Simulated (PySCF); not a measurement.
Acid–base and redox partners of O[SiH3]. Gas-phase values, no solvent. One relaxed conformer stands for each flexible species; it need not be the lowest. Strings in code marks are SMILES.

Quantity: vertical ionisation energy (energy after one electron is removed minus that of the parent at the parent's geometry), in eV.

Case: `[OH2+][SiH3]`. Geometry of `[OH2+][SiH3]` (charge +1, multiplicity 1, Å):

```xyz
7

O      1.0012     0.0707    -0.1593
Si    -0.8210    -0.0451     0.0763
H      1.5755    -0.7010    -0.3002
H      1.5244     0.8574     0.0699
H     -0.9654    -0.3864     1.4936
H     -1.1174    -1.1145    -0.8791
H     -1.1972     1.3189    -0.3012
```

### Question
What vertical ionisation energy (energy after one electron is removed minus that of the parent at the parent's geometry) does ωB97X-D3(BJ)/def2-TZVP // B3LYP-D3(BJ)/def2-TZVP (PySCF) give?

### Answer
18.60 eV.
